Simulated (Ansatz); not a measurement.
System: SiNH3Cl, charge 0, doublet. SiNH3Cl (SMILES N[SiH]Cl, doublet).
B3LYP-D3(BJ)/def2-TZVP minimum from Ansatz (a program for electronic structure):
```
Si
N 1 1.7166
H 2 1.0082 1 121.91
H 2 1.0089 3 112.08 1 -153.68
H 1 1.4912 2 105.95 3 171.74
Cl 1 2.0850 5 109.10 2 116.55
```
Charge 0, spin multiplicity 2.

Total energies in hartree (Ansatz). Radicals and triplets start from unrestricted determinants; spin-orbit coupling is neglected. Correlated methods leave the cores frozen. No relativity. For partners of very few electrons the exact lower level stands in for a higher one.

```csv
species,HF/cc-pV(T+d)Z,CCSD(T)/cc-pV(T+d)Z,HF/cc-pV(Q+d)Z,CCSD(T)/cc-pV(Q+d)Z,CCSD(T)/cc-pV(D+d)Z,CCSDT(Q)/cc-pV(D+d)Z
"1: SiNH3Cl (SMILES N[SiH]Cl, doublet)",-804.73361,-805.29520,-804.74560,-805.34915,-805.11586,-805.11778
2: Si (triplet),-288.85649,-288.93344,-288.85845,-288.93781,-288.91643,-288.91690
3: N (quartet),-54.40069,-54.51471,-54.40372,-54.52482,-54.47850,-54.47866
4: Cl (doublet),-459.48556,-459.67356,-459.48916,-459.69449,-459.60403,-459.60445
5: H (doublet),-0.49981,-0.49981,-0.49995,-0.49995,-0.49928,-0.49928
```

Work out the atomisation energy (electronic, to ground-state atoms) in kcal/mol: take Hartree-Fock from cc-pV(Q+d)Z, extrapolate the CCSD(T) correlation energy as X^-3 (X = 3, 4), and add CCSDT(Q) - CCSD(T) in cc-pV(D+d)Z. 1 hartree = 627.51 kcal/mol.


Species 1: correlation (64·(-0.60355) - 27·(-0.56159))/37 = -0.63417; step -0.00192; E1 = -804.74560 + (-0.63417) + (-0.00192) = -805.38169
Species 2: correlation (64·(-0.07936) - 27·(-0.07695))/37 = -0.08112; step -0.00047; E2 = -288.85845 + (-0.08112) + (-0.00047) = -288.94004
Species 3: correlation (64·(-0.12110) - 27·(-0.11402))/37 = -0.12627; step -0.00016; E3 = -54.40372 + (-0.12627) + (-0.00016) = -54.53015
Species 4: correlation (64·(-0.20533) - 27·(-0.18800))/37 = -0.21798; step -0.00042; E4 = -459.48916 + (-0.21798) + (-0.00042) = -459.70756
Species 5: correlation (64·(0.00000) - 27·(0.00000))/37 = 0.00000; step +0.00000; E5 = -0.49995 + (0.00000) + (+0.00000) = -0.49995
-1·E1 +1·E2 +1·E3 +1·E4 +3·E5 = 0.70409 hartree = 441.8 kcal/mol.
